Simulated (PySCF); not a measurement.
LDA on Ga⁻ (gallium, charge -1), [Ar] 3d10 4s2 4p2, high-spin 3P determinant. Computed with PySCF 2.14 in aug-cc-pVQZ-PP with one added diffuse shell each of s, p, d, f, g type with ECP10MDF (8s7p6d4f3g, 114 functions), with scalar relativity through the core potential.

```
cycle= 7 E= -259.0423667977  delta_E= -0.00348  |g|= 0.0548  |ddm|= 2.08
cycle= 8 E= -259.044059216792  delta_E= -0.00169  |g|= 0.0499  |ddm|= 0.0819
cycle= 9 E= -259.05092390082  delta_E= -0.00686  |g|= 0.0267  |ddm|= 0.429
cycle= 10 E= -259.030338642695  delta_E= 0.0206  |g|= 0.0762  |ddm|= 1.85
cycle= 11 E= -259.048485143445  delta_E= -0.0181  |g|= 0.0365  |ddm|= 0.581
cycle= 12 E= -259.054073006158  delta_E= -0.00559  |g|= 0.0101  |ddm|= 0.502
cycle= 13 E= -259.05436487794  delta_E= -0.000292  |g|= 0.00324  |ddm|= 0.246
cycle= 14 E= -259.054431173199  delta_E= -6.63e-05  |g|= 0.000993  |ddm|= 0.137
cycle= 15 E= -259.054436098223  delta_E= -4.93e-06  |g|= 0.000515  |ddm|= 0.0318
cycle= 16 E= -259.054436789121  delta_E= -6.91e-07  |g|= 0.000295  |ddm|= 0.0155
cycle= 17 E= -259.054437179755  delta_E= -3.91e-07  |g|= 1.85e-05  |ddm|= 0.00612
cycle= 18 E= -259.054437181241  delta_E= -1.49e-09  |g|= 4.65e-06  |ddm|= 0.000367
cycle= 19 E= -259.054437181338  delta_E= -9.66e-11  |g|= 5.14e-08  |ddm|= 9.72e-05
converged SCF energy = -259.054437181338  <S^2> = 2.0006494  2S+1 = 3.0004329
```

Highest occupied orbital energy: 0.809 eV; ⟨L²⟩ = 2.01; populations by l: s 4.00, p 8.00, d 10.00, f 0.00.

(1) Can this result be used?

## Answers

(1) With care. The calculation finished and met its thresholds. Energies and moments cover only the electrons outside the core potential. At LDA the highest occupied level has a positive energy, so only the finite basis holds that electron; in a semilocal or global hybrid functional this comes from self-interaction and does not mean that the real anion is unbound.
